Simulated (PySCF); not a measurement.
Spin states and ions at one geometry of [Bi(SH)4]+

PySCF 2.14.0, RKS TPSS, Bi def2-SVP with ECP60, S def2-SVP, H def2-SVP; non-relativistic Hamiltonian with scalar-relativistic core potentials where named; density fitting; no spin-orbit coupling; singlets restricted, open shells unrestricted. The geometry is relaxed for charge +1, singlet, vacuum:

```xyz
9

Bi    0.0000    0.0000    0.0000
S     1.4696    1.5838    1.3060
H     2.4437    0.6464    1.4783
S    -1.4696   -1.5838    1.3060
H    -2.4437   -0.6464    1.4783
S     1.5838   -1.4695   -1.3060
H     0.6465   -2.4437   -1.4782
S    -1.5838    1.4695   -1.3060
H    -0.6465    2.4437   -1.4782
```

Energies count from the relaxed state; an electron taken off or put on is at rest in vacuum. Charges and spins are Mulliken's.

```
                     state  energy (eV)  spin squared  charge on Bi1 (e)  spin on Bi1 (e)  dipole about the centre of mass (D)
charge +1, singlet, vacuum         0.00          0.00               0.72             0.00                                 0.00
charge +1, triplet, vacuum         1.26          2.01               0.71            -0.03                                 0.01
 charge 0, doublet, vacuum        -7.47          0.75               0.69             0.03                                 0.00
```

Question: What does the state charge +2, doublet, vacuum give?

Answer: energy (eV) 13.66, spin squared 0.76, charge on Bi1 (e) 0.74, spin on Bi1 (e) -0.05, dipole about the centre of mass (D) 0.01.

With an electron taken off (doublet) the charges change, summed by element, by Bi +0.02 e, S +0.80 e, H +0.17 e. The vertical ionisation energy is 13.66 eV, against −ε(HOMO) = 11.31 eV of the relaxed state. The level lies 2.4 eV too high, as is usual for semilocal functionals and global hybrids, which keep a self-interaction error.

With an electron put on (doublet) the charges change, summed by element, by Bi -0.03 e, S -0.78 e, H -0.20 e. The vertical electron affinity is 7.47 eV, against −ε(LUMO) = 9.85 eV of the relaxed state.

Open shells may have lower solutions than those found. Hard to converge, so the more doubtful: charge +1, triplet, vacuum; charge +2, doublet, vacuum.

No frequency check is given that shows the relaxed geometry to be a minimum.
